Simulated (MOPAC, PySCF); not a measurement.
H₆SiSn, SMILES `[SiH3][SnH3]`, neutral singlet in the gas phase. 

Z-matrix (Å, degrees):
```
Sn
H 1 1.7139
H 1 1.7139 2 108.19
H 1 1.7139 2 108.18 3 116.97
Si 1 2.5693 2 110.78 4 121.49
H 5 1.4947 1 110.23 2 59.92
H 5 1.4947 6 108.71 1 -120.93
H 5 1.4947 6 108.71 7 -118.17
```
Charge 0, spin multiplicity 1.

All levels are single points at this geometry (r2SCAN-D4/def2-SVP); Pople sets use spherical d functions. Orbital energies aren't observables, and empty levels follow the basis.

PBE/6-31G* (LANL2DZ on Sn) in PySCF gives dipole (D) = 0.31.

**Question.** Estimate the dipole (D) from each of these levels: PBE-D3(BJ)/def2-TZVP in PySCF; r2SCAN-D4/def2-TZVP in PySCF; B3LYP/6-31G* (LANL2DZ on Sn) in PySCF; B3LYP/LANL2DZ in PySCF; BP86/6-31G* (LANL2DZ on Sn) in PySCF; SVWN5/6-31G* (LANL2DZ on Sn) in PySCF; AM1 in MOPAC; PM3 in MOPAC.

**Answer.** 
```json
[
 {"level": "PBE-D3(BJ)/def2-TZVP in PySCF", "dipole (D)": "0.23"},
 {"level": "r2SCAN-D4/def2-TZVP in PySCF", "dipole (D)": "0.25"},
 {"level": "B3LYP/6-31G* (LANL2DZ on Sn) in PySCF", "dipole (D)": "0.35"},
 {"level": "B3LYP/LANL2DZ in PySCF", "dipole (D)": "0.09"},
 {"level": "BP86/6-31G* (LANL2DZ on Sn) in PySCF", "dipole (D)": "0.31"},
 {"level": "SVWN5/6-31G* (LANL2DZ on Sn) in PySCF", "dipole (D)": "0.26"},
 {"level": "AM1 in MOPAC", "dipole (D)": "2.01"},
 {"level": "PM3 in MOPAC", "dipole (D)": "1.38"}
]
```
